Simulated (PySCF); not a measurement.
C₄H₃N₂, SMILES n1cccn[c]1, multiplicity 2. Geometry optimised at PBE0-D3(BJ)/def2-SVP. The isomer is the one that the SMILES or the coordinates give; other isomers of the formula were not compared.

### Question
Give the equilibrium geometry at PBE0-D3(BJ)/def2-SVP (PySCF confirms it by a frequency run) as a Z-matrix, and its point group. (The exact figures need the calculation; the answer reports its results.)

### Answer
point group C2v.
```
C
H 1 1.0911
C 1 1.3942 2 121.47
N 3 1.3377 1 121.25 2 180.00
C 4 1.3029 3 114.88 1 0.00
N 5 1.3029 4 130.68 3 0.00
C 6 1.3377 5 114.88 4 0.00
H 3 1.0959 4 117.27 5 180.00
H 7 1.0959 6 117.27 5 180.00
```
Charge 0, spin multiplicity 2.
